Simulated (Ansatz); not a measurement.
Program: Ansatz. Geometries: PBE0-D4/def2-TZVP. ΔE: electronic, gas phase. CBS: MP2 limit from def2 TZ/QZ plus the TZ coupled-cluster correction, frozen cores. This one scheme is used for every species. DFT in def2-TZVPP. B3LYP here is the variant with VWN-RPA as its local correlation; programs differ in this. Each species was taken in one conformer, which may not be the lowest.

`C=C([SiH3])CC` + `OC=S` → `C=C([SiH3])OC=S` + ethane  (substitution at a C–C bond)

`C=C([SiH3])CC`:

```xyz
15

C    -1.530   -1.193    0.274
C    -0.633   -0.278   -0.092
Si   -1.086    1.533    0.043
C     0.721   -0.669   -0.618
C     1.872   -0.169    0.246
H    -1.314   -2.258    0.205
H    -2.511   -0.924    0.650
H    -0.845    2.220   -1.257
H    -2.521    1.651    0.409
H    -0.272    2.238    1.070
H     0.770   -1.760   -0.705
H     0.839   -0.270   -1.633
H     1.792   -0.556    1.264
H     2.833   -0.488   -0.165
H     1.885    0.922    0.308
```

`OC=S`:

Z-matrix (Å, degrees):
```
C
O 1 1.332
S 1 1.605 2 123.8
H 1 1.094 2 113.9 3 180.0
H 2 0.965 1 110.0 3 -180.0
```

`C=C([SiH3])OC=S`:

Cartesian coordinates in Å:
```
C 0.106 0.641 1.331
C 0.216 -0.018 0.183
Si 0.577 -1.855 0.023
O 0.115 0.622 -1.046
C -0.797 1.583 -1.212
S -0.845 2.549 -2.493
H 0.195 0.105 2.267
H -0.049 1.714 1.381
H 1.837 -2.047 -0.735
H -0.538 -2.516 -0.701
H 0.705 -2.402 1.395
H -1.523 1.624 -0.396
```

`CC`:

Cartesian coordinates in Å:
```
C 0.441 -0.310 0.535
C -0.441 0.310 -0.535
H 0.480 -1.398 0.438
H 1.467 0.061 0.470
H 0.072 -0.083 1.538
H -0.480 1.398 -0.438
H -1.467 -0.061 -0.470
H -0.072 0.083 -1.537
```

| level | ΔE (kJ/mol) | difference from CCSD(T)/CBS |
| --- | --- | --- |
| PBE-D4 | 28.5 | -6.3 |
| r2SCAN-D4 | 26.9 | -7.9 |
| PBE0-D4 | 32.7 | -2.1 |
| B3LYP-D4 | 26.0 | -8.8 |
| B2PLYP | 26.3 | -8.5 |
| PBE | 26.2 | -8.6 |
| PBE0 | 30.8 | -4.0 |
| B3LYP | 22.3 | -12.5 |
| MP2/def2-TZVPP | 36.2 | 1.4 |
| SCS-MP2/def2-TZVPP | 32.8 | -2.0 |
| CCSD/def2-TZVPP | 33.7 | -1.1 |
| HF/def2-QZVPP | 27.4 | -7.4 |
| MP2/def2-QZVPP | 37.5 | 2.7 |
| SCS-MP2/def2-QZVPP | 34.2 | -0.6 |
| HF/CBS(def2) | 27.4 | -7.4 |
| CCSD/CBS(def2) | 35.9 | 1.1 |
| CCSD(T)/CBS | 34.8 | 0 |

Largest T1 diagnostic among the species: 0.018.

From PBE to PBE0 (25 % exact exchange), in def2-TZVPP and without D4, ΔE moves by +4.6 kJ/mol. The D4 term adds +3.7 kJ/mol with B3LYP and +1.9 kJ/mol with PBE0; it sums over pairs of atoms, weighted by their polarisabilities, and B3LYP, whose exchange is more repulsive, gets the larger term.
